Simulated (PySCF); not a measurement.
C₂H₁₀FNSi₂, SMILES NC[SiH2]C[SiH2]F.

Coordinates come from a B3LYP-D3(BJ)/def2-SVP optimisation. The structure was generated by enumeration, and PubChem lists no compound with its InChIKey, so it may never have been made. Other conformers were not sampled.

Two levels are set side by side: PBE/def2-TZVP (PySCF) and HF/def2-TZVP (PySCF). Same geometry, gas phase. Differences are taken from unrounded values.

```tsv
quantity	HF
orbital gap (eV)	13.66
highest occupied level (eV)	-10.51
lowest empty level (eV)	3.15
dipole moment (D)	3.58
mean polarisability (bohr³)	77.4
```

**Question.** What does PBE give, and how far is it from HF? (Estimate from the structure and the level; the computed values follow.)

**Answer.** 
```csv
quantity,PBE,PBE minus HF
orbital gap (eV),4.90,-8.77
highest occupied level (eV),-5.50,5.01
lowest empty level (eV),-0.60,-3.76
dipole moment (D),3.36,-0.22
mean polarisability (bohr³),88.3,10.9
```

Without exact exchange PBE keeps part of each electron's self-repulsion, which lifts occupied levels and narrows the gap. Loosely held outer electrons make PBE densities more polarisable. Differences between two approximate levels are no errors against the true value.

Rough cost on one machine, each run with all the roots and properties that it gave: HF against PBE about 1/3.
